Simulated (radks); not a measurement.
Problem. Pd, 46 electrons, occupied as [Kr] 4d10. All-electron calculation, scalar-relativistic Kohn-Sham, r2SCAN, spin-polarised, spherical densities, finite nucleus; meta-GGA in the generalised Kohn-Sham scheme; Fermi nuclear charge, rms radius 4.5318 fm. Program: a radial shooting solver on a logarithmic mesh with Libxc functionals. Some entries of the table are withheld. Estimate them.

orbital  occ.  eigenvalue (eV)  <1/r> (bohr^-1)  <r^2> (bohr^2)
1s          2        -24213.98            48.23             (1)
2s          2        -3548.671            10.96         0.02254
2p          6        -3178.719            10.58         0.01778
3s          2        -645.2473            3.839          0.1638
3p          6              (2)            3.651          0.1661
3d         10              (3)            3.418          0.1526
4s          2         -87.5364            1.443           1.025
4p          6         -52.6018            1.291             (4)
4d         10          -4.0221           0.8852           3.179

Solution. 
(1) 1s <r^2> (bohr^2): 0.001372
(2) 3p eigenvalue (eV): -522.6137
(3) 3d eigenvalue (eV): -328.3275
(4) 4p <r^2> (bohr^2): 1.261
